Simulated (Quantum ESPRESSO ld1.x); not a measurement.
Mn XXI, configuration [He] 2s2 2p1 (the NIST ground configuration). Calculated with ld1.x of Quantum ESPRESSO 7.5: scalar-relativistic Kohn-Sham, LDA (Slater exchange, Perdew-Wang correlation), spin-polarised, spherical densities, point nucleus; open shells are filled with parallel spins first.

Normalised radial functions P(r) = r R(r), r in bohr:

```
   r/bohr * 2s down, o 2p up (the largest magnitude, 2.09, reaches the edge; | marks zero, & curves that meet)
 0.005818                             o    *
 0.007759                             o      *
  0.01035                             |o       *
   0.0138                             |o        *
  0.01841                             | o         *
  0.02455                             |  o         *
  0.03275                             |    o        *
  0.04403                             |       o   *
  0.05873                             |       *   o
  0.07833                             |*               o
   0.1045                    *        |                     o
   0.1393          *                  |                         o
   0.1858   *                         |                          o
   0.2479  *                          |                       o
   0.3332         *                   |               o
   0.4445                  *          |       o
   0.5928                         *   |  o
   0.7907                            *|o
```

2s down: eigenvalue -1644.6 eV, 1 radial node at r = 0.0811 bohr, <r> = 0.257 bohr, 90 % of the charge inside 0.393 bohr. 2p up: eigenvalue -1586.7 eV, 0 radial nodes, <r> = 0.220 bohr, 90 % of the charge inside 0.354 bohr.
